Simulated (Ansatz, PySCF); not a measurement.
(E)-1,2-dichloro-1,2-difluoroethene (C2Cl2F2), SMILES F/C(Cl)=C(/F)Cl. Atoms are numbered in the order given.

```xyz
6

F      1.7098    -0.4559     0.0000
C      0.3893    -0.5455     0.0000
Cl    -0.2362    -2.1445     0.0000
C     -0.3893     0.5455     0.0000
F     -1.7098     0.4559     0.0000
Cl     0.2362     2.1445     0.0000
```
Charge 0, spin multiplicity 1.

Coordinates come from a B3LYP-D3(BJ)/def2-SVP optimisation.

Two levels are set side by side: PBE-D3(BJ)/def2-SVP (Ansatz, a first-principles code) and B3LYP-D3(BJ)/def2-SVP (Ansatz). Each level has its own optimised geometry; the coordinates shown are those of the second. Frequencies come from the Hessian of PySCF at each geometry. Differences are taken from unrounded values.

| quantity | B3LYP-D3(BJ) |
|---|---|
| mean bond length (Å) | 1.484 |
| bond F1–C2 (Å) | 1.324 |
| bond C2–Cl3 (Å) | 1.717 |
| bond C2–C4 (Å) | 1.340 |
| bond C4–F5 (Å) | 1.324 |
| bond C4–Cl6 (Å) | 1.717 |
| highest harmonic wavenumber (cm⁻¹) | 1781 |
| mean harmonic wavenumber (cm⁻¹) | 679 |
| zero-point energy (kcal/mol) | 11.65 |

Problem. What does PBE-D3(BJ) give, and how far is it from B3LYP-D3(BJ)? (Estimate from the structure and the level; the computed values follow.)

Solution. 
| quantity | PBE-D3(BJ) | PBE-D3(BJ) minus B3LYP-D3(BJ) |
|---|---|---|
| mean bond length (Å) | 1.490 | 0.006 |
| bond F1–C2 (Å) | 1.330 | 0.006 |
| bond C2–Cl3 (Å) | 1.718 | 0.001 |
| bond C2–C4 (Å) | 1.353 | 0.013 |
| bond C4–F5 (Å) | 1.330 | 0.006 |
| bond C4–Cl6 (Å) | 1.718 | 0.001 |
| highest harmonic wavenumber (cm⁻¹) | 1722 | -59 |
| mean harmonic wavenumber (cm⁻¹) | 659 | -21 |
| zero-point energy (kcal/mol) | 11.30 | -0.36 |

Exact exchange shortens and stiffens bonds; PBE has none. Differences between two approximate levels are no errors against the true value.
